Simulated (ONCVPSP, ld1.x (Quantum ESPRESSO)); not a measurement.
# Potentials for arsenic compared

Generated with ld1.x 7.5 (TM, RRKJ, ultrasoft, PAW), atompaw 4.2 or ONCVPSP 4.0.1. The cutoff is in Ry: for ld1.x and atompaw files where the sum of valence levels is converged to 10 mRy in a Bessel basis, for ONCV files where the hardest occupied wave has 1 mHa per electron of residual kinetic energy. The error is the largest all-electron minus pseudo excitation energy over each file’s own four to seven test configurations (ionisations up to +4, promotions, holes and added fractions of an electron), all of which were solved. The labels leave out finer settings (local radius, basis sizes, second energies), which also bear on the numbers. Spin-polarised tests are not counted. The rows are a selection from randomly drawn settings: files with unsolved tests, undetermined cutoffs or missed reference levels are left out.

A true bound ghost makes a file unfit for plane-wave use even where its test errors are small: the radial tests pick states by their node count and pass the ghost by.

```csv
potential,cutoff (Ry),largest error (meV),bound ghosts
"TM, LDA (PZ), scalar-relativistic, rc 1.50/1.35 (sp), local s, core correction yes, reference 4s2 4p2",55,-296,p
"RRKJ, LDA (PZ), scalar-relativistic, rc 1.75/1.45/1.65 (spd), local p, core correction no, reference 4s2 4p2.75",45,+74,"s, d"
"ONCV, PBE, scalar-relativistic, rc 1.30/1.70/1.20 (spd), local smoothed, core correction no, reference 3d10 4s2 4p3, qcut 5.9/5.5/17.9, projectors 2/2/2",197,+3.5,s
"ONCV, PBE, scalar-relativistic, rc 1.45/1.55 (sp), local smoothed, core correction yes, reference 4s1.5 4p3.5, qcut 3.9/5.2, projectors 2/3",33,-18,p
```

Task: Fill in the row for As: TM, BLYP, non-relativistic, rc 1.65/1.85 (sp), local p, core correction yes, reference 4s2 4p2.5.

Result: cutoff 35 Ry, largest error -75 meV, bound ghosts: none.
